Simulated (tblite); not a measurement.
Species: C₃H₇BO₄.
Atom-mapped SMILES: `[O:1]=[C:2]([OH:3])[CH2:4][CH2:5][B:6]([OH:7])[OH:8]` (hydrogens: H9 on O3; H10, H11 on C4; H12, H13 on C5; H14 on O7; H15 on O8)

Computed with GFN2-xTB (tblite), gas phase: L-BFGS steps from a force-field or distance-geometry start until the largest atomic force falls under 0.01 eV/Å.

At the end of the run (lengths in Å): B6–O7 1.344, B6–O8 1.361, O1=C2 1.200, O3–H9 0.971, O7–H14 0.958, C2–O3 1.343, C5–H13 1.093, C5–B6–O8 123.1°, C4–C5–B6 111.6°, O7–B6–O8 118.1°, O1–C2–C4 126.0°, O1–C2–C4–C5 -57°, C2–C4–C5–B6 176°, C4–C5–B6–O7 -97°, H15–O8–B6–C5 1°, H14–O7–B6–C5 179°.

Question: These geometries were met on the way; a selection of coordinates is given. Order them by energy above the end point, lowest first.
A. B6–O7 1.351, B6–O8 1.393, O1=C2 1.198, O3–H9 0.966, O7–H14 0.976, C2–O3 1.339, C5–H13 1.087, C5–B6–O8 122.0°, C4–C5–B6 103.3°, O7–B6–O8 121.5°, O1–C2–C4 127.6°, O1–C2–C4–C5 -53°, C2–C4–C5–B6 179°, C4–C5–B6–O7 -87°, H15–O8–B6–C5 -70°, H14–O7–B6–C5 -147°
B. B6–O7 1.469, B6–O8 1.465, O1=C2 1.279, O3–H9 1.024, O7–H14 1.011, C2–O3 1.391, C5–H13 1.129, C5–B6–O8 114.2°, C4–C5–B6 107.8°, O7–B6–O8 116.2°, O1–C2–C4 120.0°, O1–C2–C4–C5 -53°, C2–C4–C5–B6 180°, C4–C5–B6–O7 -61°, H15–O8–B6–C5 -71°, H14–O7–B6–C5 -125°
C. B6–O7 1.379, B6–O8 1.388, O1=C2 1.211, O3–H9 0.971, O7–H14 0.932, C2–O3 1.341, C5–H13 1.079, C5–B6–O8 113.5°, C4–C5–B6 104.6°, O7–B6–O8 121.0°, O1–C2–C4 118.9°, O1–C2–C4–C5 -54°, C2–C4–C5–B6 180°, C4–C5–B6–O7 -68°, H15–O8–B6–C5 -76°, H14–O7–B6–C5 -121°
D. B6–O7 1.340, B6–O8 1.356, O1=C2 1.200, O3–H9 0.972, O7–H14 0.958, C2–O3 1.341, C5–H13 1.097, C5–B6–O8 124.3°, C4–C5–B6 110.5°, O7–B6–O8 122.2°, O1–C2–C4 127.6°, O1–C2–C4–C5 -56°, C2–C4–C5–B6 177°, C4–C5–B6–O7 -89°, H15–O8–B6–C5 -26°, H14–O7–B6–C5 176°
E. B6–O7 1.348, B6–O8 1.386, O1=C2 1.206, O3–H9 0.961, O7–H14 0.985, C2–O3 1.332, C5–H13 1.099, C5–B6–O8 121.4°, C4–C5–B6 109.1°, O7–B6–O8 126.3°, O1–C2–C4 128.6°, O1–C2–C4–C5 -57°, C2–C4–C5–B6 177°, C4–C5–B6–O7 -87°, H15–O8–B6–C5 -44°, H14–O7–B6–C5 -175°

Answer: D (0.196 eV), E (0.415 eV), A (0.746 eV), C (1.252 eV), B (2.117 eV).

| step | E above end (eV) | rms distance from the end, all atoms (Å) | largest force (eV/Å) | rms shift of all bonds from the end (Å) |
| --- | --- | --- | --- | --- |
| 12 | 0.196 | 0.112 | 0.911 | 0.008 |
| 10 | 0.415 | 0.145 | 1.817 | 0.013 |
| 7 | 0.746 | 0.203 | 1.670 | 0.014 |
| 2 | 1.252 | 0.279 | 1.357 | 0.017 |
| 0 | 2.117 | 0.302 | 5.037 | 0.056 |

Rows stand in the order of the answer.
